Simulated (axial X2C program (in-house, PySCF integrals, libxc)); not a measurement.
**CoSe⁺ at several levels of theory**

Computed with an axial X2C code built on PySCF integrals. Spin-free means the one-electron spin-free X2C Hamiltonian; two-component (2c) means X2C with spin–orbit coupling and atomic mean-field two-electron Coulomb and Gaunt terms, so the difference of the two also holds small scalar two-electron terms. Basis: Se dyall-cv3z [8s9p6d4f1g], Co dyall-cv3z [9s10p6d3f2g] (cores contracted in-house); Gaussian nuclei, density fitting, unrestricted open shells. Masses: Se 79.917 u, Co 58.933 u.

The run was started with this input:
```json
{
 "zs": [
  34,
  27
 ],
 "q": 1,
 "bas": [
  "dyall-cv3z",
  "dyall-cv3z"
 ],
 "levels": [
  "PBE0",
  "HF",
  "PW91"
 ],
 "cc": true,
 "r0": 2.1,
 "thr": -2.0,
 "nmax": 90,
 "npts": 10,
 "nst": 2,
 "ntry": 6
}
```
```bash
python so2c.py task.json out
```

Keys: zs atomic numbers; q charge; bas basis sets; levels methods; cc coupled cluster on or off; r0 starting distance in Å; thr threshold in hartree for freezing inner shells (an s shell follows its p shell); nmax most natural virtual spinors; npts points on the curve; nst determinants followed; ntry starts of the search. HF also brings MP2.

State, spin-free: M_S = 2, Λ = 2 (beyond evenly filled blocks: σα, π+α, π-α, δ+α, δ+β, δ-α); electrons by block: σα: 14, σβ: 13, π+α: 7, π+β: 6, π-α: 7, π-β: 6, δ+α: 2, δ+β: 2, δ-α: 2, δ-β: 1. Fragments: Se + Co+.

State, 2c: Ω = 4 (⟨Sz⟩ = 2.00, ⟨Lz⟩ = 2.00 at PBE0); electrons by block: 1/2: 20, -1/2: 20, 3/2: 9, -3/2: 8, 5/2: 2, -5/2: 1. Fragments: Se + Co+.

| Hamiltonian | level | Re (Å) | ωe (cm⁻¹) | αe (cm⁻¹) | De (eV) | μ (D) |
| --- | --- | --- | --- | --- | --- | --- |
| spin-free | PBE0 | 2.170 | 325.5 | 0.000509 | 2.81 | 4.59 |
| spin-free | PW91 | 2.141 | 346.2 | 0.000481 | 3.76 | 4.18 |
| 2c | PBE0 | 2.171 | 324.8 | 0.000514 | n/a | 4.57 |
| 2c | HF | 2.510 | 167.2 | 0.000544 | n/a | 4.30 |
| 2c | PW91 | 2.142 | 345.5 | 0.000482 | n/a | 4.17 |

Dipoles are positive if Co is the positive end and refer to the centre of mass.

One determinant describes the state; a PBE0 search over occupations chose it and may have missed a lower one. Dissociation energies refer to the lowest single-determinant-based atoms at the same level and basis. De is not given where an atomic determinant may have missed its ground term or J level, or where the truncated virtual space spoils (T). Density functionals use the spin component along the axis (collinear). Other states lie close and PBE0, whose exact exchange favours high spin, may order them wrongly; the determinant shown need not be the ground state. The nearest other spin-free determinant of the search, M_S = 1, Λ = 4, lies 0.72 eV up at the distance of the search. Without a current term, density functionals place determinants with orbital angular momentum somewhat too high. With several unpaired electrons one determinant need not be a pure state. The bond is weak and the correlated curve of this state has no minimum in the scanned range, so this well may be an artefact of the functional. Open-shell Ω = 0 determinants with evenly filled partner blocks cannot be reached by this program, so the Ω shown need not be the lowest component. Some points did not converge and are left out.

No reliable constants came from HF (spin-free), MP2 (2c), MP2 (spin-free): no minimum in range, unconverged points, a curve that is not smooth, a change of character along it, or the two Hamiltonians disagreeing along it.

Rough cost a point (2c) on 1 thread(s) of a shared host, integrals apart: PBE0 0.9 s, HF 3 s, PW91 0.4 s.

The whole task took 4.2 min on 1 thread of Arm Neoverse V1, with other jobs on the host.
